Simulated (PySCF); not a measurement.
## Ru: excitation energy

Ru [Kr] 4d7 5s1 (5F) → Ru [Kr] 4d7 5p1 (high-spin determinant), as a difference of total energies. Computed with PySCF 2.14 in ANO-RCC-VTZP, with the spin-free X2C one-electron Hamiltonian (Gaussian nucleus). Correlated levels: valence and next inner shell: [Ar] 3d10 frozen. The calculations carry no spin-orbit coupling.

```csv
method,excitation energy (eV)
UHF,3.371
MP2 (valence and next inner shell),3.814
SCS-MP2 (valence and next inner shell),3.717
CCSD (valence and next inner shell),3.706
CCSD(T) (valence and next inner shell),3.693
```

How much does correlation contribute at CCSD(T) (valence and next inner shell)?

3.693 − (3.371) = 0.322 eV, measured against UHF.

A first-order spin-orbit estimate (lowest level to lowest level, LS coupling) adds 0.049 eV.

The basis was made for the ground configuration and has no added diffuse functions, so the excitation energy can come out too high.

The determinant of the upper state mixes LS terms, which raises its energy above the lowest term, most at the Hartree-Fock and MP2 levels.
